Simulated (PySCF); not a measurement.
# SrF: a composite coupled-cluster calculation

State: ²Σ⁺, doublet, unpaired electrons σ ↑. De refers to Sr + F. ROHF-based CCSD(T) in PySCF 2.14 with Sr cc-pwCVDZ-X2C, F aug-cc-pVDZ-DK and Sr cc-pwCVTZ-X2C, F aug-cc-pVTZ-DK (frozen core orbitals: 15; spin-free X2C with a Gaussian nucleus). Correlation energies are extrapolated as n⁻³ (n = 2, 3), Hartree–Fock as (n+1)·exp(−9√n). CV is the change on freezing 14 orbitals instead, in Sr cc-pwCVTZ-X2C, F cc-pCVTZ-DK.

```csv
Level,Re (Å),ωe (cm⁻¹),ωexe (cm⁻¹),αe (cm⁻¹),De (eV)
CCSD(T)/DZ,2.1227,483.2,2.26,0.00157,5.136
CCSD(T)/TZ,2.0912,493.0,2.18,0.00155,5.400
HF/CBS,2.1046,491.4,2.07,0.00147,4.284
MP2/CBS,2.0823,494.7,2.18,0.00157,5.843
CCSD/CBS,2.0837,498.2,2.16,0.00154,5.389
CCSD(T)/CBS,2.0828,497.5,2.18,0.00155,5.499
CCSD(T)/CBS+CV,2.0823,497.7,2.18,0.00155,5.505
```

Task: How much is left between CCSD(T)/TZ and the basis-set limit, and how much do the triples give at the limit?

Result: CCSD(T)/CBS less CCSD(T)/TZ: -8.4 mÅ in Re, +4.5 cm⁻¹ in ωe and +0.099 eV in De. CCSD(T)/CBS less CCSD/CBS: -0.9 mÅ in Re, -0.7 cm⁻¹ in ωe and +0.110 eV in De.

Task: What do the later terms add?

Result: CV: -0.5 mÅ in Re, +0.2 cm⁻¹ in ωe and +0.006 eV in De, each against the row above.

The T1 diagnostic is 0.019. The state was picked by a PBE0 search and need not be the measured ground state. Spin–orbit coupling, excitations beyond (T) and corrections to the Born–Oppenheimer picture are left out.

The whole job (state search and all basis sets along the bond) took about 38 min on 4 threads of Arm Neoverse V1 (shared host), peak memory 9.9 GiB.
